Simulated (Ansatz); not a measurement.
`F[SiH](Br)Br`, relaxed with RKS PBE-D4/def2-SVP in Ansatz 0.2.0 from a rough embedded geometry. The force threshold is 0.03 eV/Å; the program also tests the step.

Charge 0, multiplicity 1.

Start:

```xyz
5

F     1.633   -0.086   -0.373
Si    0.120   -0.019    0.114
Br   -0.765    1.761   -0.794
Br   -1.019   -1.732   -0.541
H     0.032    0.076    1.595
```

(1) By how much does the energy fall, and how many steps does the optimiser take? (Best estimate.)

(2) Which bonds change most? (Best estimate.)

(3) Give the relaxed structure. (Estimate.)

Results:

(1) The calculation gave: 7.86 kJ/mol, in 3 steps.

(2) Ansatz gave: Si2–Br4 from 2.159 to 2.214 Å; F1–Si2 from 1.591 to 1.628 Å; Si2–Br3 from 2.185 to 2.214 Å; Si2–H5 from 1.487 to 1.490 Å.

(3) Ansatz gave: 
```xyz
5

F     1.638   -0.127   -0.366
Si    0.088    0.002    0.116
Br   -0.776    1.827   -0.792
Br   -1.005   -1.801   -0.560
H     0.055    0.099    1.603
```
